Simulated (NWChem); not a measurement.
System: CH3BeCl; SMILES [CH3][Be][Cl]

NWChem input:

```
start job
memory heap 200 mb stack 900 mb global 1100 mb
geometry units angstroms noautosym nocenter noautoz
  Be     0.000000     0.000000     0.493469
  Cl     0.000000     0.000000    -1.319757
  C      0.000000     0.000000     2.171147
  H     -0.890179    -0.495187     2.581625
  H      0.016245     1.018511     2.581625
  H      0.873934    -0.523324     2.581625
end
basis spherical
  * library def2-tzvp
end
dft
  xc xpbe96 cpbe96
  iterations 150
end
tddft
  cis
  ecut -98.0
  nroots 6
  notriplet
end
task tddft energy
```

Parts of the log:

```
             Northwest Computational Chemistry Package (NWChem) 7.3.0
             --------------------------------------------------------

                             Geometry "geometry" -> ""
                             -------------------------

 Output coordinates in angstroms (scale by  1.889725989 to convert to a.u.)

  No.       Tag          Charge          X              Y              Z
 ---- ---------------- ---------- -------------- -------------- --------------
    1 Be                   4.0000     0.00000000     0.00000000     0.49346900
    2 Cl                  17.0000     0.00000000     0.00000000    -1.31975700
    3 C                    6.0000     0.00000000     0.00000000     2.17114700
    4 H                    1.0000    -0.89017900    -0.49518700     2.58162500
    5 H                    1.0000     0.01624500     1.01851100     2.58162500
    6 H                    1.0000     0.87393400    -0.52332400     2.58162500

 Effective nuclear repulsion energy (a.u.)      61.8766834862

  pbe96 is a nonlocal functional; adding pw91lda local functional.

                                 NWChem DFT Module
                                 -----------------

 Summary of "ao basis" -> "ao basis" (spherical)
 ------------------------------------------------------------------------------
       Tag                 Description            Shells   Functions and Types
 ---------------- ------------------------------  ------  ---------------------
 Be                        def2-tzvp                 9       19   5s3p1d
 Cl                        def2-tzvp                13       37   5s5p2d1f
 C                         def2-tzvp                11       31   5s3p2d1f
 H                         def2-tzvp                 4        6   3s1p

            General Information
            -------------------
          SCF calculation type: DFT
          Wavefunction type:  closed shell.
          No. of atoms     :     6
          No. of electrons :    30
           Alpha electrons :    15
            Beta electrons :    15
          Charge           :     0
          Spin multiplicity:     1
          Use of symmetry is: off; symmetry adaption is: off
          Maximum number of iterations: 150
          AO basis - number of functions:   105
                     number of shells:    45
          Convergence on energy requested:  1.00D-06
          Convergence on density requested:  1.00D-05
          Convergence on gradient requested:  5.00D-04

              XC Information
              --------------
          PerdewBurkeErnzerhof Exchange Functional  1.000
            Perdew 1991 LDA Correlation Functional  1.000 local
           PerdewBurkeErnz. Correlation Functional  1.000 non-local

             Grid Information
             ----------------
          Grid used for XC integration:  medium
          Radial quadrature: Mura-Knowles
          Angular quadrature: Lebedev.
          Tag              B.-S. Rad. Rad. Pts. Rad. Cut. Ang. Pts.
          ---              ---------- --------- --------- ---------
          Be                  1.05       49           9.0       434
          Cl                  1.00       88          11.0       590
          C                   0.70       49          10.0       434
          H                   0.35       45          11.0       434
          Grid pruning is: on
          Number of quadrature shells:   321
          Spatial weights used:  Erf1

      Superposition of Atomic Density Guess
      -------------------------------------

 Sum of atomic energies:        -513.22102428

      Non-variational initial energy
      ------------------------------

 Total energy =    -514.253498
 1-e energy   =    -828.132009
 2-e energy   =     252.001828
 HOMO         =      -0.408908
 LUMO         =      -0.005426

   convergence    iter        energy       DeltaE   RMS-Dens  Diis-err
 ---------------- ----- ----------------- --------- --------- ---------
 d= 0,ls=0.0,diis     1   -514.6392443888 -5.77D+02  6.53D-03  8.62D-01
 d= 0,ls=0.0,diis     2   -514.6492075123 -9.96D-03  4.86D-03  2.13D-01
 d= 0,ls=0.0,diis     3   -514.6536313435 -4.42D-03  2.30D-03  1.91D-01
 d= 0,ls=0.0,diis     4   -514.6795773531 -2.59D-02  1.44D-04  3.65D-04
 d= 0,ls=0.0,diis     5   -514.6796218839 -4.45D-05  5.82D-05  7.44D-05
  Resetting Diis
 d= 0,ls=0.0,diis     6   -514.6796293517 -7.47D-06  2.23D-05  1.40D-05
 d= 0,ls=0.0,diis     7   -514.6796314776 -2.13D-06  8.33D-06  4.98D-07
 d= 0,ls=0.0,diis     8   -514.6796314515  2.60D-08  4.49D-06  7.13D-07

         Total DFT energy =     -514.679631451516
      One electron energy =     -831.096390218740
           Coulomb energy =      291.954695319639
    Exchange-Corr. energy =      -37.414620038635
 Nuclear repulsion energy =       61.876683486221

 Numeric. integr. density =       29.999999835084

                       DFT Final Molecular Orbital Analysis
                       ------------------------------------

 Vector   13  Occ=2.000000D+00  E=-2.945547D-01
              MO Center=  2.5D-03,  3.0D-03, -1.1D+00, r^2= 1.5D+00
   Bfn.  Coefficient  Atom+Function         Bfn.  Coefficient  Atom+Function
  ----- ------------  ---------------      ----- ------------  ---------------
    35      0.495919  2 Cl py                38      0.305596  2 Cl py
    32      0.231813  2 Cl py                26     -0.193311  2 Cl py
    34     -0.164156  2 Cl px                 7     -0.106330  1 Be py
    37     -0.101157  2 Cl px                29     -0.087146  2 Cl py
    31     -0.076733  2 Cl px                25      0.063989  2 Cl px

 Vector   14  Occ=2.000000D+00  E=-2.945547D-01
              MO Center= -2.5D-03, -3.0D-03, -1.1D+00, r^2= 1.5D+00
   Bfn.  Coefficient  Atom+Function         Bfn.  Coefficient  Atom+Function
  ----- ------------  ---------------      ----- ------------  ---------------
    34      0.495919  2 Cl px                37      0.305596  2 Cl px
    31      0.231813  2 Cl px                25     -0.193311  2 Cl px
    35      0.164156  2 Cl py                 6     -0.106330  1 Be px
    38      0.101157  2 Cl py                28     -0.087146  2 Cl px
    32      0.076733  2 Cl py                26     -0.063989  2 Cl py

 Vector   15  Occ=2.000000D+00  E=-2.766697D-01
              MO Center=  7.0D-08,  1.8D-07,  1.8D+00, r^2= 1.5D+00
   Bfn.  Coefficient  Atom+Function         Bfn.  Coefficient  Atom+Function
  ----- ------------  ---------------      ----- ------------  ---------------
    64      0.338953  3 C  pz                 8      0.320121  1 Be pz
    67      0.249940  3 C  pz                 4     -0.245811  1 Be s
     3     -0.201842  1 Be s                 70      0.141102  3 C  pz
    61      0.127161  3 C  s                  2      0.110625  1 Be s
    36      0.089826  2 Cl pz                 1      0.066663  1 Be s

 Vector   16  Occ=0.000000D+00  E=-2.641147D-02
              MO Center=  2.3D-05, -9.4D-05,  7.2D-01, r^2= 8.7D+00
   Bfn.  Coefficient  Atom+Function         Bfn.  Coefficient  Atom+Function
  ----- ------------  ---------------      ----- ------------  ---------------
     5      1.431633  1 Be s                  4     -0.614409  1 Be s
    61     -0.596701  3 C  s                  3      0.201937  1 Be s
    90      0.199826  4 H  s                 96      0.199850  5 H  s
   102      0.199815  6 H  s                 23     -0.198633  2 Cl s
    17     -0.174527  1 Be d  0              59     -0.153168  3 C  s

 Vector   17  Occ=0.000000D+00  E=-2.355484D-02
              MO Center=  1.2D-02,  1.1D-02,  4.2D-01, r^2= 3.5D+00
   Bfn.  Coefficient  Atom+Function         Bfn.  Coefficient  Atom+Function
  ----- ------------  ---------------      ----- ------------  ---------------
    12      0.580038  1 Be px                 6     -0.520340  1 Be px
    90      0.324671  4 H  s                 37     -0.282106  2 Cl px
    13      0.244464  1 Be py                 7     -0.219304  1 Be py
   102     -0.193037  6 H  s                 34     -0.157448  2 Cl px
    96     -0.131627  5 H  s                 38     -0.118897  2 Cl py

 Vector   18  Occ=0.000000D+00  E=-2.355468D-02
              MO Center= -1.2D-02, -1.1D-02,  4.2D-01, r^2= 3.5D+00
   Bfn.  Coefficient  Atom+Function         Bfn.  Coefficient  Atom+Function
  ----- ------------  ---------------      ----- ------------  ---------------
    13      0.580037  1 Be py                 7     -0.520340  1 Be py
    96     -0.298885  5 H  s                 38     -0.282106  2 Cl py
   102      0.263459  6 H  s                 12     -0.244464  1 Be px
     6      0.219304  1 Be px                35     -0.157449  2 Cl py
    37      0.118897  2 Cl px                95     -0.095709  5 H  s

     Multipole analysis of the density
     ---------------------------------

     L   x y z        total         alpha         beta         nuclear
     -   - - -        -----         -----         ----         -------
     0   0 0 0     -0.000000    -15.000000    -15.000000     30.000000

     1   1 0 0     -0.000001     -0.000000     -0.000000      0.000000
     1   0 1 0     -0.000001     -0.000000     -0.000000      0.000000
     1   0 0 1      0.413424     -0.085973     -0.085973      0.585369

[...]

                                NWChem TDDFT Module
                                -------------------

            General Information
            -------------------
           No. of orbitals :     210
            Alpha orbitals :     105
             Beta orbitals :     105
        Alpha frozen cores :       0
         Beta frozen cores :       0
     Alpha frozen virtuals :       0
      Beta frozen virtuals :       0
         Spin multiplicity :       1
    Number of AO functions :     105
        Use of symmetry is : off
      Symmetry adaption is : off
         Schwarz screening :  0.10D-07

              XC Information
              --------------
   PerdewBurkeErnzerhof Exchange Functional   1.00
     Perdew 1991 LDA Correlation Functional   1.00 local
    PerdewBurkeErnz. Correlation Functional   1.00 non-local

             TDDFT Information
             -----------------
          Calculation type : Tamm-Dancoff TDDFT
         Wavefunction type : Restricted singlets
          No. of electrons :      30
           Alpha electrons :      15
            Beta electrons :      15
              No. of roots :       6
          Max subspacesize :    5200
            Max iterations :     100
               Target root :       1
           Target symmetry : none
             Energy Cutoff :-0.98D+02
      Symmetry restriction : off
                 Algorithm : Optimal
        Davidson threshold :  0.10D-03

    6 smallest eigenvalue differences (eV)
--------------------------------------------------------
  No. Spin  Occ  Vir  Irrep   E(Occ)    E(Vir)   E(Diff)
--------------------------------------------------------
    1    1    1   16 a      -100.647    -0.026  2738.020
    2    1    1   17 a      -100.647    -0.024  2738.098
    3    1    1   18 a      -100.647    -0.024  2738.098
    4    1    1   19 a      -100.647     0.057  2740.292
    5    1    1   20 a      -100.647     0.085  2741.063
    6    1    1   21 a      -100.647     0.085  2741.063
--------------------------------------------------------

  Entering Davidson iterations
  Restricted singlet excited states

  Iter   NTrls   NConv    DeltaV     DeltaE      Time
  ----  ------  ------  ---------  ---------  ---------
    1      6       0     0.28E-01   0.10+100        5.6
    2     12       4     0.11E-02   0.17E-03        7.2
    3     14       6     0.49E-04   0.21E-06        5.0
  ----  ------  ------  ---------  ---------  ---------
  Convergence criterion met

  Ground state a        -514.679631451516 a.u.

  ----------------------------------------------------------------------------
  Root   1 singlet a            100.622074937 a.u.             2738.0671 eV
  ----------------------------------------------------------------------------
     Transition Moments    X -0.00000   Y  0.00000   Z -0.00187
     Dipole Oscillator Strength                    0.0002353313
     Electric Quadrupole                           0.0001593638
     Magnetic Dipole                               0.0000000000
     Total Oscillator Strength                     0.0003946951

     Occ.    1  a   ---  Virt.   16  a        0.99965
  ----------------------------------------------------------------------------
  Root   2 singlet a            100.624652495 a.u.             2738.1373 eV
  ----------------------------------------------------------------------------
     Transition Moments    X  0.00358   Y  0.00153   Z  0.00000
     Dipole Oscillator Strength                    0.0010190058
     Electric Quadrupole                           0.0005297175
     Magnetic Dipole                               0.0008747423
     Total Oscillator Strength                     0.0024234655

     Occ.    1  a   ---  Virt.   17  a       -0.99994
  ----------------------------------------------------------------------------
  Root   3 singlet a            100.624652663 a.u.             2738.1373 eV
  ----------------------------------------------------------------------------
     Transition Moments    X -0.00153   Y  0.00358   Z  0.00000
     Dipole Oscillator Strength                    0.0010190059
     Electric Quadrupole                           0.0005297181
     Magnetic Dipole                               0.0008747427
     Total Oscillator Strength                     0.0024234668

     Occ.    1  a   ---  Virt.   18  a       -0.99994
  ----------------------------------------------------------------------------
  Root   4 singlet a            100.705412341 a.u.             2740.3349 eV
  ----------------------------------------------------------------------------
     Transition Moments    X -0.00000   Y  0.00000   Z  0.00009
     Dipole Oscillator Strength                    0.0000005322
     Electric Quadrupole                           0.0000008820
     Magnetic Dipole                               0.0000000000
     Total Oscillator Strength                     0.0000014142

     Occ.    1  a   ---  Virt.   19  a        0.99904
  ----------------------------------------------------------------------------
  Root   5 singlet a            100.732227954 a.u.             2741.0646 eV
  ----------------------------------------------------------------------------
     Transition Moments    X -0.00092   Y -0.00001   Z  0.00000
     Dipole Oscillator Strength                    0.0000563664
     Electric Quadrupole                           0.0000211737
     Magnetic Dipole                               0.0000382390
     Total Oscillator Strength                     0.0001157791

     Occ.    1  a   ---  Virt.   20  a       -0.99999
  ----------------------------------------------------------------------------
  Root   6 singlet a            100.732228072 a.u.             2741.0646 eV
  ----------------------------------------------------------------------------
     Transition Moments    X -0.00001   Y  0.00092   Z -0.00000
     Dipole Oscillator Strength                    0.0000563666
     Electric Quadrupole                           0.0000211738
     Magnetic Dipole                               0.0000382392
     Total Oscillator Strength                     0.0001157795

     Occ.    1  a   ---  Virt.   21  a       -0.99999

              Target root =      1
          Target symmetry = none
      Ground state energy =   -514.679631451516
        Excitation energy =    100.622074936643
     Excited state energy =   -414.057556514873

  stored tddft:energy   -414.05755651487300
```

Level: PBE/def2-TZVP, restricted-window TDA. Coordinates come from a B3LYP/6-31G* (spherical d) optimisation. The quadrupole and magnetic terms of the printed total strengths depend on the origin.
